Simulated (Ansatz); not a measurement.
Reactions of C₂H₆Si (`CC[SiH]`).

Isolated molecules relaxed with PBE0-D4/def2-TZVP in Ansatz; ΔE leaves out vibrations. CCSD(T)/CBS adds triple-zeta CCSD(T) − MP2 to the extrapolated MP2 energy (def2 sets, frozen cores). This one scheme is used for every species. DFT in def2-TZVPP. For Ga outer-core shells are correlated without core-valence functions, which leaves a few kJ/mol of doubt a bond. Scalar relativity is left out up to krypton. Each species was taken in one conformer, which may not be the lowest.

| reaction | PBE0-D4 (kJ/mol) | CCSD(T)/CBS(def2) (kJ/mol) |
| --- | --- | --- |
| `CC[SiH]` + `CSSC` → `C[SiH]` + `CCSSC` | -17 | -18 |
| `CC[SiH]` + H₂ → `C[SiH]` + CH₄ | -80 | -79 |
| `CC[SiH]` + `[NH2][Ga]([SH])[Cl]` → `C[NH][Ga]([SH])[Cl]` + `C[SiH]` | 30 | 30 |
| `CC[SiH]` + `CNC` → `CN(C)[SiH]` + `CC` | -145 | -148 |
| `CC[SiH]` + `[SiH3]N[SiH3]` → `[SiH]N([SiH3])[SiH3]` + `CC` | -129 | -132 |
| `CC[SiH]` → `C[Si]C` | -57 | -57 |
| `CC[SiH]` + `C[NH][AlH2]` → `C[N](C)[AlH2]` + `C[SiH]` | 16 | 17 |
| `CC[SiH]` + `COBO` → `CCB(O)OC` + `[SiH2]` | -3 | -5 |

Largest T1 diagnostic: 0.015, for `CN(C)[SiH]`.
